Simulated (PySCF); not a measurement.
## Fluorine: a sound run and one with changed settings

Sound run: F⁺ [He] 2s2 2p4, F²⁺ [He] 2s2 2p3. All numbers are calculated (PySCF 2.14, the non-relativistic Hamiltonian (point nucleus), in cc-pVDZ (3s2p1d, 14 functions)). In the sound run the correlated levels freeze 1s2. The sound run starts from symmetry-adapted Hartree-Fock orbitals and uses a fine grid where one is needed.

Changed run: initial guess sap, at most 50 SCF cycles.

| species | method | sound run (hartree) | changed run (hartree) | converged |
| --- | --- | --- | --- | --- |
| F⁺ | UHF | -98.80049 | -98.80049 | yes |
| F⁺ | LDA | -98.41301 | -98.41301 | yes |
| F⁺ | CCSD(T) | -98.91361 | -98.91361 | yes |
| F²⁺ | TPSS | -97.79686 | -97.79686 | yes |
| F²⁺ | MP2 | -97.64118 | -97.64118 | yes |

Here the plain start reaches the same solutions.
